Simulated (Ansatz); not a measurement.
Ideal-gas functions of AsH$_{5}$OSi, SMILES `O[SiH2][AsH2]` at 800 K and 1 bar, from an Ansatz frequency run at PBE0-D4/def2-TZVP.

Molar mass 124.05 g/mol, point group C1 (symmetry number 1), electronic degeneracy 1, moments of inertia 32.574, 214.422, 236.595 u Å². Harmonic wavenumbers (cm⁻¹, unscaled): 116, 163, 172, 366, 447, 599, 678, 724, 790, 859, 937, 969, 983, 2194, 2196, 2206, 2220, 3918.

Use S(trans) = R[1.5 ln M + 2.5 ln T − 1.1517]; rotational temperatures θ = 24.2544 K / I; S(rot) = R[ln(√π/σ · √(T³/θAθBθC)) + 1.5]; for each mode x = 1.438777 ν̃/T, S = R[x/(eˣ − 1) − ln(1 − e⁻ˣ)] and H = RT x/(eˣ − 1); 1 cm⁻¹ = 0.0119627 kJ/mol; R = 8.31446 J/(mol·K).

Problem. By hand: the entropy, in J/(mol·K).

Solution. Translation 189.5. Rotation: θ = 0.7446, 0.1131, 0.1025 K, giving 120.4. Vibration, mode by mode: 21.36, 18.55, 18.10, 11.94, 10.35, 8.09, 7.16, 6.68, 6.06, 5.48, 4.89, 4.67, 4.58, 0.81, 0.81, 0.80, 0.78, 0.06, in all 131.2. Electronic 0.0. Sum 441.1 J/(mol·K).

Problem. By hand: H − E and G − E in kJ/mol, counted from the electronic energy.

Solution. Zero-point energy ½ × 20537 × 0.0119627 = 122.8; thermal vibration 52.1; translation, rotation and pV give 4 RT = 26.6. H − E = 201.5 kJ/mol, and G − E = 201.5 − 800 × 441.1/1000 = -151.4 kJ/mol.

Vibration gives 30 % of the entropy, 21.4 J/(mol·K) of it from the mode under 150 cm⁻¹: soft modes count most, and the harmonic formula is weakest for them. The sum counts one conformer and one mirror image; others add a mixing term.
